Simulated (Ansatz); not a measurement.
Total energies of Ge(NH2)2H2 (GeN2H6) from Ansatz at PBE0-D4/def2-TZVP, gas phase (1 Eh = 27.2114 eV = 2625.5 kJ/mol). The reference geometry is relaxed at PBE0-D4/def2-TZVP.

```
                 state   geometry  energy (Eh)
      charge 0 singlet  reference  -2189.79569
      charge 1 doublet  reference  -2189.46464
free Ge atom (triplet)          –  -2076.65516
 free N atom (quartet)          –    -54.54382
 free H atom (doublet)          –     -0.50104
```

Problem. Work out the vertical ionisation energy to the doublet.

Solution. E(charge 1 doublet) − E(charge 0 singlet) = -2189.46464 − (-2189.79569) = 0.33105 Eh = 9.01 eV. For comparison, −ε of the highest occupied level is 6.87 eV at this level, 2.14 eV less.

Problem. What is the binding energy per atom against free atoms?

Solution. Atoms: 1 × (-2076.65516) + 2 × (-54.54382) + 6 × (-0.50104) = -2188.74904 Eh. Binding: -2188.74904 − (-2189.79569) = 1.04665 Eh = 28.48 eV, or 3.16 eV for each of 9 atoms (no zero-point energy, no counterpoise term).
